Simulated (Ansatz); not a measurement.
Computed with Ansatz on PBE0-D4/def2-TZVP structures; ΔE is electronic, products minus reactants. CCSD(T)/CBS adds triple-zeta CCSD(T) − MP2 to the extrapolated MP2 energy (def2 sets, frozen cores). This one scheme is used for every species, atoms too. Functionals use def2-TZVPP. No spin–orbit coupling; open shells (•) take unrestricted orbitals. Spin–orbit coupling would lower the free atoms: a little for C, Si; clearly for Ga. For Ga outer-core shells are correlated without core-valence functions, so the limit isn't a true one: a few kJ/mol of doubt a bond, and 10 to 20 or more in all where bonds break to atoms. Scalar relativity is left out up to krypton.

`C[SiH2][GaH2]` → C• + Ga• + 7 H• + Si•  (atomization)

`C[SiH2][GaH2]`:

Cartesian coordinates in Å:
```
C -0.399 1.568 0.107
Si 0.678 0.048 0.364
Ga -0.246 -1.994 -0.530
H 0.071 2.457 0.533
H -1.373 1.437 0.583
H -0.568 1.747 -0.957
H 0.929 -0.146 1.824
H 2.017 0.274 -0.260
H -1.640 -2.032 -1.268
H 0.531 -3.358 -0.397
```

| species | r2SCAN energy (Eh) |
| --- | --- |
| `C[SiH2][GaH2]` | -2256.60628 |
| C• | -37.83292 |
| Ga• | -1924.78964 |
| H• | -0.49993 |
| Si• | -289.34127 |

Question: Work out ΔE.

Answer: ΔE = 7 × (-0.49993) + (-37.83292) + (-1924.78964) + (-289.34127) − (-2256.60628) = 1.14294 Eh = +3000.8 kJ/mol. CCSD(T)/CBS gives +3005.4 kJ/mol.

Largest T1 diagnostic among the species: 0.013.

At CCSD(T), def2-SVP lies −161.8 kJ/mol from the extrapolated value and def2-TZVPP −55.4 kJ/mol: correlation converges slowly with the basis, and small sets miss more of it in the bonded molecule than in its fragments. In def2-TZVPP, CCSD(T) changes the Hartree–Fock value by +659.8 kJ/mol (the triples alone add +24.9 kJ/mol) and MP2 by +636.9 kJ/mol; breaking electron pairs costs correlation energy, which Hartree–Fock lacks. From BLYP to BHLYP (50 % exact exchange), in def2-TZVPP and without D4, ΔE moves by +24.9 kJ/mol.

For atomizations the MP2-based limit and the directly extrapolated one differ by several kJ/mol either way, and by 10 to 25 for some Ge, Se and Sn compounds, so smaller differences from it don't rank the levels.
